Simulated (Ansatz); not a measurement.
Consider the redistribution: `[NH2][Al]([SH])[O][SiH3]` + `F[Si]N([SiH3])[SiH3]` → `[NH2][Al]([F])[O][SiH3]` + `[SiH3]N([SiH3])[Si]S`.

Calculated with Ansatz (gas phase, PBE0-D4/def2-TZVP geometries, no zero-point term in ΔE). CBS: MP2 limit from def2 TZ/QZ plus the TZ coupled-cluster correction, frozen cores. DFT in def2-TZVPP. B3LYP here is the variant with VWN-RPA as its local correlation; programs differ in this. Each species was taken in one conformer, which may not be the lowest.

`[NH2][Al]([SH])[O][SiH3]`:

```xyz
11

N     0.483   -2.404    0.753
Al   -0.132   -0.762    0.747
S    -1.345   -0.047    2.410
O     0.216    0.258   -0.546
Si    0.222    1.598   -1.462
H     0.323   -3.078    1.482
H     1.048   -2.801    0.020
H    -1.487    1.168    1.853
H     1.617    2.073   -1.660
H    -0.562    2.683   -0.809
H    -0.383    1.311   -2.789
```

`F[Si]N([SiH3])[SiH3]`:

Z-matrix (Å, degrees):
```
Si
N 1 1.749
H 1 1.485 2 110.5
H 1 1.485 2 110.5 3 -120.5
H 1 1.486 2 107.4 3 119.8
Si 2 1.724 1 119.2 3 -119.7
Si 2 1.760 1 118.4 3 60.4
F 6 1.626 2 98.9 1 -179.8
H 7 1.482 2 111.0 1 118.1
H 7 1.482 2 111.0 1 -119.1
H 7 1.488 2 106.5 1 -0.5
```

`[NH2][Al]([F])[O][SiH3]`:

```xyz
10

N     0.290   -0.926    2.260
Al   -0.512   -0.872    0.707
F    -1.750   -1.915    0.418
O    -0.045    0.210   -0.479
Si    0.174    1.129   -1.800
H     1.054   -0.330    2.530
H     0.046   -1.557    3.005
H     0.938    2.352   -1.438
H     0.938    0.373   -2.827
H    -1.135    1.536   -2.376
```

`[SiH3]N([SiH3])[Si]S`:

Z-matrix (Å, degrees):
```
Si
N 1 1.748
H 1 1.485 2 111.1
H 1 1.487 2 107.4 3 -119.3
H 1 1.485 2 111.1 3 121.4
Si 2 1.755 1 115.9 3 119.3
Si 2 1.740 1 128.2 3 -60.7
H 6 1.486 2 110.3 1 60.0
H 6 1.484 2 107.5 1 -180.0
H 6 1.486 2 110.3 1 -60.0
S 7 2.164 2 105.4 1 -0.0
H 11 1.346 7 104.3 2 0.0
```

```csv
level,ΔE (kJ/mol),difference from CCSD(T)/CBS
PBE-D4,9.2,-5.4
BHLYP-D4,18.3,3.7
revPBE,13.1,-1.5
B3LYP,18.4,3.8
BHLYP,22.7,8.1
CCSD(T)/def2-SVP,11.2,-3.4
CCSD(T)/def2-TZVPP,15.6,1.0
HF/def2-QZVPP,30.6,16.0
HF/CBS(def2),30.5,15.9
CCSD/CBS(def2),17.6,3.0
CCSD(T)/CBS,14.6,0
```

Largest T1 diagnostic among the species: 0.014.

The D4 term adds −5.0 kJ/mol with B3LYP and −2.5 kJ/mol with PBE0; it sums over pairs of atoms, weighted by their polarisabilities, and B3LYP, whose exchange is more repulsive, gets the larger term. Leaving LDA and LC-ωPBE aside and taking each functional with its dispersion term where it has one, the values, not all of them listed here, spread over 17.4 kJ/mol, from revPBE-D4 to ωB97X-V. From PBE to PBE0 (25 % exact exchange), in def2-TZVPP and without D4, ΔE moves by +3.0 kJ/mol.
